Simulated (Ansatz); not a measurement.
`B[SiH2]OC` + HCl → `B[SiH2]Cl` + CH₃OH  (ligand exchange at the Si–O bond)

Gas-phase electronic energies from Ansatz, PBE0-D4/def2-TZVP geometries. CCSD(T)/CBS adds triple-zeta CCSD(T) − MP2 to the extrapolated MP2 energy (def2 sets, frozen cores). This one scheme is used for every species. Functionals use def2-TZVPP. Each species was taken in one conformer, which may not be the lowest.

| level | ΔE (kcal/mol) |
| --- | --- |
| BHLYP | -1.6 |
| CCSD(T)/def2-TZVPP | -0.9 |

**Question.** What does CCSD(T)/CBS give? (Estimate.)

**Answer.** Computed: -1.9 kcal/mol. The listed levels differ from it by 0.3, 1.0 kcal/mol.

**Question.** What do rigid-rotor, harmonic-oscillator terms from PBE0-D4/def2-TZVP frequencies (298.15 K, 1 bar) make of the CCSD(T)/CBS value? (Estimate.)

**Answer.** Ansatz gave: ΔZPE = +2.4 kcal/mol, ΔH = -0.1 kcal/mol, ΔS = 16 J/(mol·K), ΔG = -1.2 kcal/mol.

Largest T1 diagnostic among the species: 0.011.

Leaving LDA and LC-ωPBE aside and taking each functional with its dispersion term where it has one, the values, not all of them listed here, spread over 2.9 kcal/mol, from HSE06-D4 to CAM-B3LYP-D4. LDA lies +2.1 kcal/mol from PBE without D4.
